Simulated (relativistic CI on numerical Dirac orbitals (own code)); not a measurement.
## Pb IV: what numerical and physical settings do to a radial Dirac CI calculation

Reference input:

```
atom Pb  Z=82  charge=3  electrons=79
nucleus A=208  rms_radius_fm=5.5012
hamiltonian dirac-coulomb  breit=on  qed=on  c_scale=1
orbitals kli  potential=per-configuration
slater_scale 1
correlation none
mixing on
grid step=0.0125 r_max=64.9
scf mixing=0.4 start=green max_iterations=150 tolerance=2e-08 node_fill=0.05
configurations
  [Xe] 4f14 5d10 6s
  [Xe] 4f14 5d10 6p
end
```

Computed lowest total energy -20870.06760 Ha, first excitation 73473.3 cm⁻¹, 25 SCF steps. Runs with settings changed; * marks those that are bad on purpose:

| Changed | Outcome | Lowest level | ΔE (Ha) | First excitation (cm⁻¹) | SCF steps | Message |
| --- | --- | --- | --- | --- | --- | --- |
| end of the grid at 97.35 bohr, nuclear radius 7.1516 fm, SCF tolerance 1e-05 | converged | 6s 2S_1/2 | 2.97 | 73400.2 | 22 |  |
| node fill of the KLI weights 0.01 | converged | 6s 2S_1/2 | 0.00877 | 73595.1 | 25 |  |
| nuclear radius 7.1516 fm | converged | 6s 2S_1/2 | 2.97 | 73400.2 | 25 |  |
| end of the grid at 97.35 bohr, grid step 0.008, SCF mixing 0.05 | converged | 6s 2S_1/2 | -0.000153 | 73473.3 | 33 |  |
| iteration limit 2 * | not converged |  |  |  | 2 | SCF of 1s2 2s2 2p6 3s2 3p6 3d10 4s2 4p6 4d10 4f14 5s2 5p6 5d10 6s did not converge |
| node fill of the KLI weights 50 * | converged | 6s 2S_1/2 | 1.61 | 71750.3 | 26 |  |

With so few configurations and no correlation, terms lie too far apart (by 10 to 50 % near neutrality), their order can be wrong, and levels of other configurations are missing.
